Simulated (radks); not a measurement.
The germanium anion Ge4-, [Kr], held by a Watson sphere: a shell of charge +4 at radius R that stands for the Madelung well of a crystal (potential energy -4/R inside, -4/r outside, in hartree with lengths in bohr). All-electron calculation, scalar-relativistic Kohn-Sham, LDA (Slater exchange, VWN5 correlation), spin-polarised, spherical densities, finite nucleus; Fermi nuclear charge, rms radius of each element as measured or else 0.836 A^(1/3) + 0.57 fm. Program: a radial shooting solver on a logarithmic mesh with Libxc functionals. Response by self-consistent Sternheimer equations with the Hartree and adiabatic LDA kernel, the relativistic mass of each level held fixed and spin-orbit coupling left out. The sphere does not respond.

R (bohr)  e(3d) (eV)  e(4s) (eV)  e(4p) (eV)  <r> 4p (bohr)  sum of <r^2> (bohr^2)  X-ray form factor at sin(theta)/lambda = 0.1 1/angstrom  alpha (bohr^3)
2.7          -27.965     -13.860      -6.649          2.801                  77.02                                                   31.554           56.92
3.33         -27.000     -11.990      -5.517          3.155                  93.28                                                   30.989           93.70
3.38         -26.957     -11.871      -5.436          3.184                  94.66                                                   30.947           97.44
3.85         -26.679     -10.922      -4.751          3.454                  108.2                                                   30.577           139.7
4.45         -26.511     -10.097      -4.055          3.806                  127.3                                                   30.178           216.3
4.66         -26.480      -9.889      -3.852          3.930                  134.4                                                   30.058           250.0
4.78         -26.467      -9.786      -3.746          4.002                  138.7                                                   29.995           271.0
5.11         -26.445      -9.555      -3.480          4.198                  150.7                                                   29.838           335.6
